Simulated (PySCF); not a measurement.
**Property card for `CO[Si@H](O[SiH3])P`**

CH₉O₂PSi₂.
Atom-mapped SMILES: `[CH3:1][O:2][Si@@H:3]([PH2:4])[O:5][SiH3:6]` (hydrogens: H7, H8, H9 on C1; H10 on Si3; H11, H12 on P4; H13, H14, H15 on Si6)

Some functional groups and rings: Si–H bond and siloxane link.

GFN2-xTB geometry:

```
Point group of the GFN2-xTB geometry                  : C1
Rotational constants A, B, C of the GFN2-xTB geometry : 1.938, 1.384, 0.909 GHz
```

PBE0/def2-SVPD ground state and vertical TDDFT (core frozen in the response) (PySCF):

```
Dipole moment                                                     : 1.13 D
HOMO energy                                                       : -7.41 eV
LUMO energy                                                       : -0.13 eV
HOMO–LUMO gap                                                     : 7.28 eV
Lowest singlet excitation                                         : 6.21 eV (200 nm, f = 0.013)
Strongest line among the 6 lowest singlet transitions             : S5 at 7.26 eV (171 nm, f = 0.154)
Lowest triplet excitation (Tamm–Dancoff)                          : 5.56 eV
Static isotropic polarisability                                   : 96.0 au
Electronic spatial extent ⟨r²⟩ about the centre of nuclear charge : 1325 bohr²
```

**PBE0/pcSseg-1 ground state and GIAO shieldings, non-relativistic (PySCF)**

```
Lowest Hirshfeld atomic charge                              : -0.30 e on O5
Highest Hirshfeld atomic charge                             : +0.41 e on Si3
13C chemical shifts (computed TMS as zero) by class         : 52.2 (C1) ppm
1H chemical shifts (computed TMS as zero) by class          : 5.59 (H10), 5.17 (H13/H14/H15), 3.92 (H7/H8/H9), 0.91 (H11/H12) ppm
Isotropic shieldings of nuclei other than C and H, by class : 287 (O5), 294 (O2), 365 (Si3), 392 (Si6), 610 (P4) ppm
Mayer bond orders between heavy atoms                       : C1–O2 0.89, O2–Si3 1.01, Si3–P4 0.98, Si3–O5 0.94, O5–Si6 0.91
```

Monoisotopic mass from the formula: 139.9879 u.

The 6 singlets span 6.21 to 7.36 eV, and their oscillator strengths add up to 0.39. The polarisability is 14.22 Å³ as a volume (1 au = 0.148185 Å³), or 1.30 au for each of the 74 electrons. S1 lies 1.07 eV below the HOMO–LUMO gap; its leading configuration is HOMO→LUMO, weight 0.88. No computed singlet falls in the visible range (750 to 380 nm, 1.65 to 3.26 eV); S1 lies 2.95 eV above its blue end.

One conformer (not necessarily the lowest) at the GFN2-xTB geometry, without solvent or vibrations. NMR classes are plain means over equivalent atoms (diastereotopic ones count apart unless rotation or inversion swaps them), as if these changed places fast; in this geometry the members of some classes differ.

The values belong to the conformer `[CH3:1][O:2][Si@@H:3]([PH2:4])[O:5][SiH3:6]`: C1–O2–Si3–P4 -165°, O2–Si3–O5–Si6 -54°, H–P4–Si3–O2 -174°, H–P4–Si3–O2 -80°.
